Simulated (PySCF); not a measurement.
Species: C5H3F2O2 (charge -1).
SMILES: `C=C1C([O-])=COC1(F)F`

The geometry is computed with GFN2-xTB (gas phase).

Masses are those of the commonest isotopes; rigid-rotor values at the optimised geometry. 

(1) What are A, B and C (MHz)?

(2) Classify the top.

(3) Is it planar, by Δ = Ic − Ia − Ib?

(4) Give the coordinates in the principal-axis frame, origin at the centre of mass.

(5) List the rotational levels J(Ka,Kc) to J = 5 (K).

(6) Estimate the classical rotational partition function at 50 K, 200 K and 298.15 K.

Results:

(1) Ia = 180.52, Ib = 330.99, Ic = 424.05 u·Å²; 505379 MHz·u·Å²/I gives A = 2800, B = 1527, C = 1192 MHz.

(2) An asymmetric top: κ = (2 × 1527 − 2800 − 1192)/(2800 − 1192) = -0.58.

(3) Not planar: Δ = Ic − Ia − Ib = -87.47 u·Å². For a rigid frame Δ = −2 Σ m c², so Σ m c² = 43.73 u·Å² lies off the ab plane: 0.00 from hydrogen and 43.73 from heavier atoms. The atom farthest from that plane is 1.07 Å away.

(4) The sense of each axis is arbitrary; atoms in the order of the calculation.
| atom | mass (u) | a (Å) | b (Å) | c (Å) |
| --- | --- | --- | --- | --- |
| C1 | 12.000 | 0.352 | -2.066 | 0.000 |
| C2 | 12.000 | 0.358 | -0.739 | 0.001 |
| C3 | 12.000 | 1.516 | 0.211 | 0.000 |
| O4 | 15.995 | 2.723 | -0.134 | 0.000 |
| C5 | 12.000 | 0.932 | 1.447 | 0.000 |
| O6 | 15.995 | -0.521 | 1.420 | -0.002 |
| C7 | 12.000 | -0.867 | 0.128 | 0.000 |
| F8 | 18.998 | -1.705 | -0.145 | 1.074 |
| F9 | 18.998 | -1.706 | -0.148 | -1.072 |
| H10 | 1.008 | 1.290 | -2.596 | 0.002 |
| H11 | 1.008 | -0.559 | -2.644 | -0.002 |
| H12 | 1.008 | 1.334 | 2.439 | -0.002 |

(5) Above 0(0,0), as E/k:
J = 1: 1(0,1) 0.130, 1(1,1) 0.192, 1(1,0) 0.208
J = 2: 2(0,2) 0.389, 2(1,2) 0.436, 2(1,1) 0.485, 2(2,1) 0.668, 2(2,0) 0.671
J = 3: 3(0,3) 0.769, 3(1,3) 0.802, 3(1,2) 0.898, 3(2,2) 1.059, 3(2,1) 1.073, 3(3,1) 1.407, 3(3,0) 1.407
J = 4: 4(0,4) 1.267, 4(1,4) 1.287, 4(1,3) 1.446, 4(2,3) 1.579, 4(2,2) 1.616, 4(3,2) 1.933, 4(3,1) 1.935, 4(4,1) 2.413, 4(4,0) 2.413
J = 5: 5(0,5) 1.879, 5(1,5) 1.890, 5(1,4) 2.123, 5(2,4) 2.225, 5(2,3) 2.303, 5(3,3) 2.592, 5(3,2) 2.600, 5(4,2) 3.071, 5(4,1) 3.072, 5(5,1) 3.688, 5(5,0) 3.688
Those of J = 1 are B + C, A + C and A + B.

(6) Point group Cs, symmetry number σ = 1; q = (√π/σ)·√((kT/h)³/(ABC)), k/h = 20836.6 MHz/K: 26400 at 50 K, 211000 at 200 K, 385000 at 298.15 K.

Stationary, but not proved a minimum. No vibrational averaging or centrifugal distortion is included, and the geometry carries the error of its method.
